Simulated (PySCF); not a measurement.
## A survey of 19F NMR shifts

No solvent model, non-relativistic, single conformer, one averaged value for each set of equivalent atoms. σ from GIAO-PBE0/pcSseg-1; GFN2-xTB geometry; PySCF 2.14.0 with density-fitted response routines.

Shieldings were converted by a linear fit to measured shifts: 19F (scatter 6.0 ppm rms, 7.0 ppm with the 5 outliers that the fit left out vs CFCl3, solution or neat liquid, with a term for F on sp3 carbon). A few per cent of atoms miss by over 2 rms, more outside the fitted compound classes.

Q: Give the 19F shifts of `C=C/C(F)=C(\Cl)CF`, `C[C@@H]1C[C@@H](C(F)(F)F)N[SiH2]1`, `CC(C)[SiH2]/N=C\C(F)(F)F`.

A: 
```json
{"compound": "[CH2:1]=[CH:2]/[C:3]([F:4])=[C:5](\\[Cl:6])[CH2:7][F:8]", "environment": "F4: vinylic fluorine", "δ (ppm)": "-127.7"}
{"compound": "[CH2:1]=[CH:2]/[C:3]([F:4])=[C:5](\\[Cl:6])[CH2:7][F:8]", "environment": "F8: fluorine on an sp3 carbon", "δ (ppm)": "-211.6"}
{"compound": "C[C@@H]1C[C@@H](C(F)(F)F)N[SiH2]1", "environment": "fluorine of a CF3 group (×3)", "δ (ppm)": "-80.4"}
{"compound": "CC(C)[SiH2]/N=C\\C(F)(F)F", "environment": "fluorine of a CF3 group (×3)", "δ (ppm)": "-69.3"}
```

Q: Order these by 19F shift, lowest first.
A. FC(F)(F)[C@@H]1CCCN1[SiH3]
B. C[C@@H]1CN[Si@H](C(F)(F)F)C1
C. Cc1oc(C(=O)Cl)c(C)c1F

A: C (-171.9 ppm, aryl fluorine), A (-77.0 ppm, fluorine of a CF3 group), B (-67.5 ppm, fluorine of a CF3 group).
